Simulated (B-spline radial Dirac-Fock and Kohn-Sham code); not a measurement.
Kohn-Sham estimates against Dirac-Fock for the levels of Ge

System: neutral germanium, [Ar] 3d10 4s1 4p3 (not the ground configuration).

The density-functional columns are spherical, spin-unpolarised Dirac-Kohn-Sham results without Breit or QED terms: −ε is minus the orbital energy of the initial state and ΔSCF the difference of two total energies. The reference in the last column comes from ΔSCF Dirac-Fock with Breit, self-energy and vacuum polarisation, finite nucleus, configuration average. All numbers are from a radial B-spline solver, in eV; a selection of levels is shown. The Kohn-Sham columns are given as differences from the reference. For the 1s level of heavy atoms much of the gap between ΔSCF and the reference is the Breit and QED part, -22.4 eV here; for other levels the error of the functional can be larger.

```
level  LDA −ε − DF  LDA ΔSCF − DF  Dirac-Fock
   1s       -174.2          +20.4     11113.7
   2s        -57.5          -28.2      1428.1
2p3/2        -39.3           -3.9      1228.2
3p3/2        -18.7           -8.7       134.4
3d3/2         -7.0           +2.4       38.58
3d5/2         -7.0           +2.3       38.03
   4s         -4.1           +0.4       16.99
   4p         -2.2           +1.4        6.94
```

Values without a named source are computed, but for edge energies of neutral atoms, which are taken from tables.
